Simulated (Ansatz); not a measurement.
C$_{2}$H$_{9}$NOSi (`COCN[SiH3]`), 14 atoms. The species carries charge 0 and has multiplicity 1. All runs use 4 threads of an AMD EPYC 9R45 on a shared host. Correlated methods freeze the cores.

How many basis functions does each run have, and how long does it take in Ansatz? RKS B2PLYP (frozen core)/def2-TZVPP energy; RKS ωB97M-V/def2-SVP energy; RKS ωB97M-V/def2-QZVPP energy; RKS PBE0-D4/def2-SVP energy; RKS PBE0-D4/def2-TZVP relaxation (38 steps); RKS B3LYP-D4/def2-TZVPP energy and forces; RHF-MP2/def2-QZVPP energy; RKS SPW92 (LDA)/def2-TZVPP energy; RKS PBE0-D4/def2-TZVP frequencies; RHF-CCSD(T)/def2-TZVPP energy; RKS r2SCAN-D4/def2-TZVPP energy and forces; RKS PBE0-D4/def2-QZVPP energy. (Estimate.)

The calculation gave: Other jobs shared the machine, so times are rough.

```csv
level,job,functions,wall time,peak host memory (GiB)
RKS PBE0-D4/def2-SVP,energy,119,0.5 s,0.64
RKS SPW92 (LDA)/def2-TZVPP,energy,292,0.6 s,0.41
RKS ωB97M-V/def2-SVP,energy,119,1.5 s,0.64
RKS r2SCAN-D4/def2-TZVPP,energy and forces,292,1.8 s,0.45
RKS B3LYP-D4/def2-TZVPP,energy and forces,292,2.1 s,0.93
RKS B2PLYP (frozen core)/def2-TZVPP,energy,292,2.5 s,0.88
RKS PBE0-D4/def2-QZVPP,energy,568,3.8 s,2.3
RKS ωB97M-V/def2-QZVPP,energy,568,8 s,2.8
RHF-MP2/def2-QZVPP,energy,568,11 s,4.6
RKS PBE0-D4/def2-TZVP,relaxation (38 steps),215,50 s,0.63
RHF-CCSD(T)/def2-TZVPP,energy,292,79 s,9.2
RKS PBE0-D4/def2-TZVP,frequencies,215,83 s,0.64
```

B3LYP here is the variant with VWN-RPA as its local correlation; programs differ in this.
